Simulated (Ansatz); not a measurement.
`[CH3][In]([Br])[Br]` + `[OH][Cd][SH]` → `C[S][Cd][OH]` + `[Br][InH][Br]`  (substitution at a C–In bond)

Program: Ansatz. Geometries: PBE0-D4/def2-TZVP. ΔE: electronic, gas phase. CCSD(T)/CBS is the MP2 limit (def2-TZVPP, def2-QZVPP) plus CCSD(T) − MP2 in def2-TZVPP, frozen cores. Elements past krypton have def2 core potentials. For Br, Cd, In outer-core shells are correlated without core-valence functions, which leaves a few kJ/mol of doubt a bond. Scalar relativity is left out up to krypton. One conformer a species, not always the lowest.

```csv
species,MP2/def2-QZVPP energy (Eh)
`[CH3][In]([Br])[Br]`,-5375.74496
`[OH][Cd][SH]`,-641.78346
`C[S][Cd][OH]`,-681.00894
`[Br][InH][Br]`,-5336.49276
```

Work out ΔE.

ΔE = (-681.00894) + (-5336.49276) − (-5375.74496) − (-641.78346) = 0.02672 Eh = +16.8 kcal/mol. CCSD(T)/CBS gives +15.7 kcal/mol.

Largest T1 diagnostic among the species: 0.015.

In def2-TZVPP, CCSD(T) changes the Hartree–Fock value by +2.1 kcal/mol (the triples alone add +0.0 kcal/mol) and MP2 by +3.1 kcal/mol. Leaving LDA and LC-ωPBE aside and taking each functional with its dispersion term where it has one, the values, not all of them listed here, spread over 2.6 kcal/mol, from revPBE-D4 to B2PLYP. At CCSD(T), def2-SVP lies −1.4 kcal/mol from the extrapolated value and def2-TZVPP +0.1 kcal/mol.
